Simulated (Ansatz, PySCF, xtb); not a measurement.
Breaking the O2–H6 bond in GeH4O (SMILES [OH][GeH3]) (multiplicity 1 held, fragments rigid). Energies count from the point at 0.962 Å.
Geometry at that point (charge 0, multiplicity 1):
```xyz
6

Ge    -0.3290     0.0681     0.0733
O      1.3571    -0.3572    -0.3717
H     -0.5445    -0.1551     1.5839
H     -1.1863    -0.8852    -0.7652
H     -0.6085     1.5428    -0.2811
H      2.0121     0.1748     0.0902
```

U- levels take the lowest unrestricted solution at each point, which mixes spins at long bonds. Levels need not reach the same state.

Rows in 3-21G carry no dispersion term and start afresh at each structure; the Pople sets are all-electron and without relativity.

The values were computed with Ansatz (an electronic-structure program); PySCF for 3-21G rows; xtb for the GFN methods. Values without a source in brackets are computed. The GFN methods have no spin term and hold the electronic entropy of 300 K.

Q: One of these levels gives 116.52 kcal/mol for the energy at R = 3.078 Å. Name it.
A) GFN2-xTB
B) R-HF/3-21G
C) U-r2SCAN/cc-pVTZ

A: C, U-r2SCAN/cc-pVTZ. The others give 131.92 (GFN2-xTB), 215.25 (R-HF/3-21G)

Doubts at one or more of the structures used: a restricted determinant that unrestricted orbitals would lower (R-HF/3-21G); a spin-contaminated determinant (U-r2SCAN/cc-pVTZ).
